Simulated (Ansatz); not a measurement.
Ta3, relaxed as a doublet with UKS PBE0-D4/def2-TZVP in Ansatz, starting from the GFN2-xTB geometry. Force threshold 0.02 eV/Å.

In the def2 sets Ta takes a core potential; there is no spin–orbit coupling. The charge 0 doublet is spin-contaminated (final ⟨S²⟩ up to 2.49, 0.75 for a pure state). At PBE0-D4/def2-TZVP a quartet of charge 0 lies 0.26 eV below the doublet, each at its own geometry. The structure comes from a short search, and lower isomers may exist.

Start:

```xyz
3

Ta   -0.6690   -0.5437    1.9702
Ta   -1.3528    0.9492   -1.3732
Ta    2.0218   -0.4055   -0.5970
```

**Question.** Estimate the energy that the relaxation releases and the steps that it takes.

**Answer.** 142.8 kcal/mol, in 10 steps; 89 s on 2 threads of AMD EPYC 7R43 on a shared host. The force fell under the threshold at step 8, but the optimiser went on. No frequencies were taken in this run, so the end may be a saddle point.

**Question.** Does the start keep its bonding and symmetry?

**Answer.** By distances, no bond broke or formed. The bond that changes most is Ta1–Ta2, from 3.72 to 2.45 Å (atoms count from 1). Point group D3h at the start, Cs at the end, both within 0.05 Å.

**Question.** Predict the relaxed structure.

**Answer.** 
```
atom   x (Å)   y (Å)   z (Å)
 Ta1  -0.441  -0.353   1.286
 Ta2  -0.920   0.633  -0.901
 Ta3   1.361  -0.280  -0.384
```
Bond lengths (bridged metal pairs left out): 3 × Ta–Ta 2.45 to 2.51 Å.
